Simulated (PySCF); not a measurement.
Molecule (SMILES): BN (BH2-NH2).
Geometry (B3LYP-D3(BJ)/def2-TZVP, fixed):
```
B
N 1 1.3876
H 2 1.0069 1 123.31
H 2 1.0069 3 113.37 1 180.00
H 1 1.1928 2 119.04 3 0.00
H 1 1.1928 5 121.92 2 180.00
```
Charge 0, spin multiplicity 1.

Basis-set convergence of the lowest singlet excitation energy at PBE0 with PySCF. Tamm-Dancoff approximation; the state is taken by its order, and sets in which it differs in degeneracy or brightness are left out, yet its character can still change. All functions are spherical. Density fitting with generated auxiliary sets. In sets without p functions on hydrogen, species with hydrogen take exact integrals. No added dispersion term, no relativity. Reference: the value in d-aug-cc-pVTZ, 7.195 eV, itself unsure by roughly 0.005 eV (its mean distance from aug-pcseg-2, aug-cc-pVTZ). Deviations are taken from unrounded values. Cost is core time over that of 6-31G**, rough, on shared machines of one kind; a dash marks a row that isn't timed (too short, read off another run, short of memory, by another algorithm or on other hardware).

| basis | functions | lowest singlet excitation energy (eV) | minus reference (eV) | cost |
|---|---|---|---|---|
| 3-21G | 26 | 7.710 | 0.515 | - |
| 6-31G | 26 | 7.605 | 0.410 | - |
| 6-31G* | 36 | 7.617 | 0.422 | - |
| 6-31G** | 48 | 7.572 | 0.377 | 1× |
| cc-pVDZ | 48 | 7.446 | 0.251 | 0.9× |
| def2-SVP | 48 | 7.435 | 0.240 | 0.9× |
| pcseg-1 | 48 | 7.419 | 0.224 | 0.9× |
| 6-311+G** | 68 | 7.231 | 0.035 | 2× |
| def2-TZVPD | 110 | 7.234 | 0.039 | 4× |
| pcseg-2 | 116 | 7.254 | 0.059 | 4× |
| def2-TZVPPD | 142 | 7.227 | 0.032 | 7× |
| def2-QZVPP | 234 | 7.238 | 0.043 | 30× |
| pcseg-3 | 252 | 7.208 | 0.013 | 40× |
